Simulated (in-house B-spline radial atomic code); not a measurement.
A fraction x of an electron is moved 2p → 3d in Mg II (Mg+), starting from [Ne] 3s1 and keeping the highest spin. Method: scalar-relativistic (X2C) revTPSS, spin-polarised, spherical fractional occupations, Fermi nucleus of rms radius 3.057 fm. Calculated with a radial B-spline atomic code at the basis-set limit.

| x | E(x) - E(0) (eV) | 2p down level (eV) | 3d up level (eV) |
| --- | --- | --- | --- |
| 0 | 0.0000 | -55.781 | - |
| 0.125 | 6.7292 | -58.121 | -3.244 |
| 0.25 | 13.7190 | -60.430 | -3.478 |
| 0.375 | 20.9650 | -62.706 | -3.729 |
| 0.5 | 28.4618 | -64.951 | -3.985 |
| 0.625 | ? | ? | ? |
| 0.75 | ? | ? | ? |
| 0.875 | 52.4196 | -71.499 | -4.724 |
| 1 | 60.8850 | -73.621 | -4.953 |

What belongs in the row x = 0.625?

An energy change of 36.2052 eV; 2p down at -67.164 eV, 3d up at -4.239 eV.

What belongs in the row x = 0.75?

An energy change of 44.1921 eV; 2p down at -69.347 eV, 3d up at -4.486 eV.

Check Janak's theorem between x = 0.125 and 0.25.

The slope of the energy is 55.92 eV; the orbital levels give 55.91 eV (ε of the receiving orbital less ε of the emptying one, averaged over the two points).
